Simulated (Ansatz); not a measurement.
The C4–H5 bond of CH5Bi (SMILES [CH3][BiH2]) is stretched (multiplicity 1, the rest rigid).
Geometry at rest (charge 0, multiplicity 1):
```
atom    x (Å)    y (Å)    z (Å)
----  -------  -------  -------
Bi    -0.1144  -0.1388   0.1427
H      0.1011  -1.4563  -1.0658
H     -1.6344   0.3793  -0.6723
C      1.1592   1.3240  -1.0635
H      0.9950   2.3241  -0.6682
H      0.8759   1.2806  -2.1106
H      2.2039   1.0455  -0.9423
```

Correlated levels freeze the cores. Filled d and f shells under p-block atoms count as core.

The values were computed with Ansatz (Gaussian orbitals). Values without a source in brackets are computed. In def2 rows elements past Kr take small-core potentials, without spin–orbit coupling.

Energies above the point at 1.088 Å (the B3LYP-D3(BJ) bond length), FIC-MRCISD+Q on CASSCF(2,2)/def2-TZVPP (kcal/mol): 5.78 at 0.979 Å; 3.71 at 1.197 Å; 114.35 at 3.481 Å.

Task: Take the last value as the depth D of a Morse curve D(1 − e^(−a(R − R₀)))², fit a and R₀ to the two near points, and test it at 1.469 and 1.904 Å.

Result: 
With D = 114.4, both near points (counted from the curve's value at 1.088 Å) are met by a = 1.85 Å⁻¹ and R₀ = 1.089 Å, so k = 2Da² = 781 kcal/(mol Å²). The curve then gives 29.1 and 69.2 kcal/mol; the level itself gives 29.0 and 71.3, so Morse is off by 0.1 and -2.1.

Ansatz is a program for electronic structure.
